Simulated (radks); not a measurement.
Q: Calculated with a radial shooting solver on a logarithmic mesh with Libxc functionals: non-relativistic Kohn-Sham, LB94 model potential, spin-polarised, spherical densities, point nucleus; open shells are filled with parallel spins first. Response by self-consistent Sternheimer equations with the Hartree and adiabatic LDA kernel. For heavy and open-shell atoms this level of theory can miss by tens of per cent. Rank Cu+, Cu3+, Cu, Cu5+, Cu4+, Cu2+, Cu6+ (NIST ground configurations) by static dipole polarisability, largest first.

A: Cu 30.99, Cu+ 5.731, Cu2+ 2.686, Cu3+ 1.523, Cu4+ 0.9809, Cu5+ 0.6958, Cu6+ 0.5335 bohr^3.
